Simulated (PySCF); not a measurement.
## Potential energy of GeI along the bond

Set-up: PySCF, scalar-relativistic core potentials, basis sets Ge def2-TZVPPD, I def2-TZVPPD with ECP28. Energies in eV from Ge + I in their ground configurations at the same level. All curves are PBE0. state 1: ²Π (doublet), unpaired electrons π ↑; state 2: ⁴Σ⁻ (quartet), unpaired electrons σ ↑, π ↑↑, a second solution, started from another occupation.

```tsv
R (Å)	state 1	state 2
2.177	-2.202	0.5365
2.278	-2.767	0.0120
2.379	-3.069	-0.2721
2.455	-3.174	-0.3789
2.531	-3.201	-0.4242
2.607	-3.170	-0.4283
2.708	-3.064	-0.3954
2.835	-2.863	-0.3267
2.987	-2.567	-0.2395
3.189	-2.138	-0.1453
```

Task: Put a parabola through the three lowest points of the state 1 curve and estimate Re, k and ωe (reduced mass 46.71 u; 1 eV/Å² = 0.16022 mdyn/Å; ωe = 1302.8·√(k/μ) cm⁻¹).

Result: Through R = 2.455, 2.531, 2.607 Å the second-order coefficient is 5.02 eV/Å², so Re ≈ 2.528 Å, k ≈ 1.61 mdyn/Å and ωe ≈ 242 cm⁻¹. A polynomial fit of higher order to the unrounded PBE0 energies gives Re = 2.525 Å, k = 1.64 mdyn/Å, ωe = 244 cm⁻¹; anharmonicity and rounding make the difference.

The higher-order fit for each curve: state 1: Re = 2.525 Å, ωe = 244 cm⁻¹, De = 3.20 eV; state 2: Re = 2.577 Å, ωe = 177 cm⁻¹, minimum 0.431 eV below the ground-state fragments.

Spin–orbit coupling is left out, which matters for elements this heavy, above all for dissociation energies. Counting both spins, an empty level lies below a filled one in some of these solutions, because spin and occupation are held. The state was picked by a PBE0 search and need not be the measured ground state.
